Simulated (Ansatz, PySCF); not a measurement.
Gas-phase reaction (SMILES): CC(C)(C)[Si](F)(F)F [tert-butyl(trifluoro)silane] + 7 [H][H] (H2) -> 4 C (CH4) + 3 F (HF) + [SiH4] (SiH4); energy of full hydrogenation.

Each molecule is optimised on its own at B3LYP-D3(BJ)/def2-TZVP (Ansatz, an electronic-structure program), one conformer each, not searched for the lowest. Cores are frozen in the correlated levels unless marked. No spin-orbit coupling. No relativistic terms. Basis-set limits of correlation are two-point, X^-3; Hartree-Fock from the larger set. The bracket is a focal-point correction in the basis named. Thermal terms are rigid-rotor harmonic-oscillator values from B3LYP-D3(BJ) frequencies (Ansatz or PySCF) at 298.15 K and 1 atm. 1 Eh = 627.5095 kcal/mol.

| species | E, RI-MP2/CBS(aug-cc-pV(T+d)Z,aug-cc-pV(Q+d)Z)+[CCSD(T)-MP2]/aug-cc-pV(T+d)Z (Ansatz) (Eh) | E, PBE-D3(BJ)/def2-TZVPD (Ansatz + dftd3) (Eh) | H - E (Eh) |
|---|---|---|---|
| CC(C)(C)[Si](F)(F)F | -746.32184 | -746.65298 | 0.14207 |
| [H][H] (H2) | -1.17524 | -1.16598 | 0.01336 |
| C (CH4) | -40.46129 | -40.46420 | 0.04840 |
| F (HF) | -100.39388 | -100.39533 | 0.01259 |
| [SiH4] (SiH4) | -291.46108 | -291.72290 | 0.03520 |

Work out ΔE and ΔH at 298.15 K at the first level, then ΔH at the second.


1. ΔE = [4×(-40.46129) + 3×(-100.39388) + (-291.46108)] - [(-746.32184) + 7×(-1.17524)] = 0.06064 Eh = 38.1 kcal/mol at RI-MP2/CBS(aug-cc-pV(T+d)Z,aug-cc-pV(Q+d)Z)+[CCSD(T)-MP2]/aug-cc-pV(T+d)Z.
2. The terms H - E add up to 0.03098 Eh, so ΔH = (0.06064 + (0.03098))×627.5095 = 57.5 kcal/mol.
3. At PBE-D3(BJ)/def2-TZVPD the same steps give ΔE = 30.8 and ΔH = 50.3 kcal/mol, a shift of -7.2 from the first level.
4. These values are not checked against measurement here, since the tables used lack a sound gas-phase enthalpy of formation for at least one species.
